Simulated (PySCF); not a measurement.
CH₂NS, multiplicity 2. Atoms are numbered in the order given.

```xyz
5

N     -0.1223    -1.6009     0.0000
C      0.4349    -0.4058     0.0000
S     -0.0667     1.1135     0.0000
H     -1.1390    -1.7371     0.0000
H      0.4524    -2.4377     0.0000
```
Charge 0, spin multiplicity 2.

Geometry optimised at PBE-D3(BJ)/def2-TZVP. The isomer is the one that the SMILES or the coordinates give; other isomers of the formula were not compared. The values are those of a single conformer.

The numbers are results of PySCF with PBE-D3(BJ)/def2-TZVP, not measurements.

Frequencies are harmonic and unscaled.

Computed vibrational spectrum:
```tsv
mode	ν (cm⁻¹)	IR (km/mol)	moving atoms (share of kinetic energy)
1	361	11.8	C 41 %, H 22 %, N 20 %, S 17 %
2	455	169.2	H 82 %, N 18 %
3	576	0.2	H 66 %, C 26 %
4	864	13.0	S 33 %, N 27 %, C 26 %, H 14 %
5	1118	2.5	H 64 %, C 18 %, N 17 %
6	1502	170.7	C 63 %, H 22 %, N 12 %
7	1581	99.3	H 72 %, N 21 %
8	3318	3.6	H 95 %
9	3534	69.9	H 92 %
```
